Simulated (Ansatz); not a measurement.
Reaction (silylene loss): `C#CS[SiH3]` → `C#CS` + `[SiH2]`

Gas-phase electronic energies from Ansatz, PBE0-D4/def2-TZVP geometries. CBS: MP2 limit from def2 TZ/QZ plus the TZ coupled-cluster correction, frozen cores. This one scheme is used for every species. Functionals use def2-TZVPP. One conformer a species, not always the lowest.

```
             level  ΔE (kcal/mol)  difference from CCSD(T)/CBS
            PBE-D4           71.6                          0.9
         revPBE-D4           70.6                         -0.1
        r2SCANh-D4           75.8                          5.1
               PBE           69.6                         -1.1
            revPBE           66.1                         -4.6
            r2SCAN           75.2                          4.5
           r2SCANh           75.3                          4.6
      MP2/def2-SVP           70.8                          0.1
     HF/def2-TZVPP           65.8                         -4.9
SCS-MP2/def2-TZVPP           71.3                          0.6
       CCSD(T)/CBS           70.7                            0
```

**Question.** What do rigid-rotor, harmonic-oscillator terms from PBE0-D4/def2-TZVP frequencies (298.15 K, 1 bar) make of the CCSD(T)/CBS value? (Estimate.)

**Answer.** The calculation gave: ΔZPE = -4.0 kcal/mol, ΔH = +67.8 kcal/mol, ΔS = 150 J/(mol·K), ΔG = +57.1 kcal/mol.

Largest T1 diagnostic among the species: 0.014.

At CCSD(T), def2-SVP lies −5.9 kcal/mol from the extrapolated value and def2-TZVPP −2.1 kcal/mol. In def2-TZVPP, CCSD(T) changes the Hartree–Fock value by +2.8 kcal/mol (the triples alone add +1.3 kcal/mol) and MP2 by +8.9 kcal/mol. The D4 term adds +3.2 kcal/mol with B3LYP and +1.7 kcal/mol with PBE0; it sums over pairs of atoms, weighted by their polarisabilities, and B3LYP, whose exchange is more repulsive, gets the larger term.

B3LYP here is the variant with VWN-RPA as its local correlation; programs differ in this.
